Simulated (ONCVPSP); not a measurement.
## Logarithmic derivatives: H, ONCV

```json
{
 "Element": "hydrogen",
 "Generator": "ONCVPSP 4.0.1",
 "Type": "optimised norm-conserving Vanderbilt (ONCV)",
 "Functional": "LDA (Perdew-Zunger)",
 "Relativity": "scalar-relativistic",
 "Frozen core": "none",
 "Valence charge": "1",
 "Reference configuration": "1s0.5 (charge +0.5)",
 "Partial waves": "1s: rc 1.35 bohr, ncon 4, nbas 7, qcut 10.7 1/bohr, 2 projectors, debl 3.9 Ha; p scattering state at 0.02 Ha: rc 1.25 bohr, ncon 4, nbas 7, qcut 5.4 1/bohr, 2 projectors, debl 1.5 Ha",
 "Local potential": "polynomial inside 0.85 bohr (lpopt 5, dvloc0 0 Ha)",
 "Core correction": "none"
}
```

The phase is arctan(r·R′/R) of the radial function R(r), unwrapped; energies in Ha, scanned from -2 to 5 Ha. A pole is an energy at which the radial function vanishes at the test radius. The pseudo phase is shifted by a multiple of π to meet the all-electron one at the reference energy, and phase errors are pseudo minus all-electron; the curves can meet again beyond the range given. Levels narrower than the energy grid can be missing from the lists of poles.

```tsv
channel	radius (bohr)	reference energy (Ha)	poles, all-electron	poles, pseudo	unbroken range about the reference energy with phases within 0.05 rad	phase error 1 Ha above the reference energy (rad)
s	1.37	-0.45	0.74	0.74	the whole range	+0.000
p	1.27	0.02	4.84	4.84	the whole range	-0.000
```

Phases in the s channel:

| E (Ha) | all-electron | pseudo |
| --- | --- | --- |
| -1.98 | 0.792 | 0.792 |
| -1.80 | 0.696 | 0.696 |
| -1.62 | 0.571 | 0.571 |
| -1.44 | 0.407 | 0.407 |
| -1.26 | 0.193 | 0.193 |
| -1.08 | -0.070 | -0.070 |
| -0.90 | -0.358 | -0.358 |
| -0.72 | -0.632 | -0.632 |
| -0.54 | -0.862 | -0.862 |
| -0.36 | -1.042 | -1.042 |
| -0.18 | -1.181 | -1.181 |
| 0.00 | -1.289 | -1.289 |
| 0.18 | -1.376 | -1.376 |
| 0.36 | -1.448 | -1.448 |
| 0.54 | -1.510 | -1.510 |
| 0.72 | -1.565 | -1.565 |
| 0.90 | -1.615 | -1.615 |
| 1.08 | -1.663 | -1.663 |
| 1.26 | -1.711 | -1.711 |
| 1.44 | -1.760 | -1.760 |
| 1.62 | -1.812 | -1.812 |
| 1.80 | -1.869 | -1.869 |
| 1.98 | -1.935 | -1.935 |
| 2.16 | -2.012 | -2.012 |
| 2.34 | -2.107 | -2.107 |
| 2.52 | -2.228 | -2.228 |
| 2.70 | -2.385 | -2.385 |
| 2.88 | -2.592 | -2.592 |
| 3.06 | -2.854 | -2.854 |
| 3.24 | -3.153 | -3.153 |
| 3.42 | -3.447 | -3.447 |
| 3.60 | -3.696 | -3.696 |
| 3.78 | -3.889 | -3.888 |
| 3.96 | -4.034 | -4.033 |
| 4.14 | -4.143 | -4.143 |
| 4.32 | -4.228 | -4.228 |
| 4.50 | -4.295 | -4.294 |
| 4.68 | -4.348 | -4.348 |
| 4.86 | -4.393 | -4.393 |
